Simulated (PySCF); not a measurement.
FGa, charge +1, doublet, at a GFN2-xTB geometry (such geometries of metal compounds can be far from the true shape) (a state made from the parent by changing its charge; the spin is typed, not shown lowest). Base run: HF/6-311G** (PySCF).

The PySCF input:
```python
from pyscf import gto, scf

mol = gto.M(
    atom='''
Ga   -0.000000   -0.000000   -0.418933
F     0.000000    0.000000    1.442992
''',
    basis='6-311g**',
    charge=1,
    spin=1,
    verbose=4,
)

mf = scf.UHF(mol)
mf.kernel()
```

Each row names what was changed in the base input (with any setting that the change needs).

```
change                                                                                                                  ΔE vs base (mEh)  fitting functions
----------------------------------------------------------------------------------------------------------------------  ----------------  -----------------
base                                                                                                                               0.000                  -
only_dfj = on; auxbasis = def2-universal-jfit                                                                                     -0.097                107
auxbasis = default (with mf = mf.density_fit())                                                                                    0.044                286
auxbasis = def2-universal-jfit                                                                                                   17708.6                107
auxbasis = cc-pvtz-jkfit                                                                                                           0.044                286
exchange = seminumerical (SGX) (with mf = sgx.sgx_fit(mf, auxbasis='def2-universal-jfit'); with mf.with_df.dfj = True)            -0.106                107
auxbasis = cc-pvqz-jkfit                                                                                                           0.025                324
auxbasis = def2-tzvp-ri                                                                                                          -2615.7                235
auxbasis = def2-svp-ri                                                                                                           -1658.3                175
auxbasis = even-tempered beta=1.6                                                                                                  0.051                672
```

A fitting set is made for a task (jfit for Coulomb, jkfit for Coulomb and exchange, ri for correlation) and for a family of orbital bases.

Open shells are given as the SCF converged; they aren't shown to be the lowest states, and a large step between rows can be another state.
